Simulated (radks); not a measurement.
Numerical settings for the chromium ion Cr+, [Ar] 3d5. All-electron calculation, scalar-relativistic Kohn-Sham, r2SCAN, spin-polarised, spherical densities, finite nucleus; open shells are filled with parallel spins first; meta-GGA in the generalised Kohn-Sham scheme; Fermi nuclear charge, rms radius 3.6452 fm. Program: a radial shooting solver on a logarithmic mesh with Libxc functionals. The defaults (mesh step 0.008 in ln r, mesh end at 40 bohr or more with all orbitals vanishing there, Anderson mixing 0.5 over 9 steps, residual threshold near 1e-9 with the energy settled to 1e-9 hartree or 1e-11 of itself, here a cap of 60 iterations) give E = -1050.689 hartree and 3d at -10.999 eV in 14 iterations. Run on one thread of a shared host, so times are rough (Arm Neoverse V2): 0.13 s of CPU time, 0.13 s wall, 14 iterations on 2189 mesh points. Changes against that run (0 stands for a change within the tolerance of the run):

setting,iterations,converged,E (mhartree),e(3d) (meV),CPU (s)
mesh step in ln r 0.02,13,yes,-0.00326,0,0.05
mesh step in ln r 0.2,5,no,diverged,-,0.02
mesh step in ln r 0.03,13,yes,-0.0371,0,0.04
mesh end (bohr) 8,14,yes,+0.124,+13.1,0.12
mesh end (bohr) 20,14,yes,0,0,0.12
residual threshold 0.1,10,yes,0,-0.216,0.1
residual threshold 1e-05,12,yes,0,+0.0938,0.11
mixing 1.5,15,yes,0,0,0.13
"linear mixing, mixing 0.2",60,no,0,+0.00432,0.42
"linear mixing, mixing 0.05",60,no,+1.71,-347,0.47
mixing history 3,17,yes,0,0,0.14
iteration cap 5,5,no,+1.64,+588,0.05

No run marked as converged misses the energy by more than 1 mhartree. A mesh that ends early acts as a hard wall.
